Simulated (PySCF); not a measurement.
Geometries of 3 isomers of C4H10BBr, from PBE0-D3(BJ)/def2-SVP geometry optimisation, gas phase (PySCF). One conformer each, no zero-point energy, no frequencies.

**Question.** Which isomer lies lowest at this level?
A.
```xyz
16
angstrom
C     -0.313    1.857    0.588
C      0.721    1.237    1.542
C      1.908    0.702    0.724
C      0.077    0.090    2.328
B      1.234    2.346    2.538
Br     2.087    3.936    1.899
H     -1.183    2.261    1.130
H     -0.687    1.087   -0.109
H      0.123    2.673   -0.007
H      2.384    1.498    0.132
H      1.559   -0.080    0.028
H      2.680    0.251    1.367
H     -0.780    0.439    2.925
H      0.794   -0.379    3.020
H     -0.289   -0.695    1.645
H      1.130    2.278    3.739
```
B.
```xyz
16
angstrom
B     -0.126   -0.248   -0.011
C      1.441   -0.208   -0.031
C      2.217   -1.308   -0.742
H      1.703   -0.198    1.049
H      1.754    0.793   -0.380
H      3.304   -1.170   -0.641
H      1.962   -2.300   -0.339
H      1.982   -1.332   -1.818
C     -0.975    1.040    0.267
C     -2.456    0.918    0.593
H     -0.829    1.652   -0.647
H     -0.441    1.617    1.045
H     -2.926    1.905    0.726
H     -2.999    0.391   -0.206
H     -2.616    0.345    1.519
Br    -1.028   -1.931   -0.316
```
C.
```xyz
16
angstrom
C     -1.060    1.409    0.706
B     -0.794   -0.126    0.481
C     -1.992   -1.142    0.464
C      0.673   -0.680    0.269
C      1.802    0.318    0.296
Br     3.556   -0.509    0.041
H     -2.117    1.681    0.837
H     -0.653    1.994   -0.138
H     -0.500    1.762    1.590
H     -2.706   -0.849   -0.327
H     -1.719   -2.197    0.314
H     -2.563   -1.055    1.405
H      0.672   -1.239   -0.687
H      0.834   -1.468    1.029
H      1.872    0.846    1.255
H      1.720    1.066   -0.503
```

**Answer.** B. That is BEt2Br (`CCB(Br)CC`), 13.3 kcal/mol below the next.

| SMILES | atoms numbered as above | E (Eh) | relative (kcal/mol) | relative (kJ/mol) | dipole (D) |
| --- | --- | --- | --- | --- | --- |
| CCB(Br)CC | – | -2756.54443 | 0.0 | 0.0 | 1.68 |
| CC(C)(C)BBr | [CH3:1][C:2]([CH3:3])([CH3:4])[BH:5][Br:6] | -2756.52321 | 13.3 | 55.7 | 1.19 |
| CB(C)CCBr | [CH3:1][B:2]([CH3:3])[CH2:4][CH2:5][Br:6] | -2756.50782 | 23.0 | 96.1 | 2.45 |
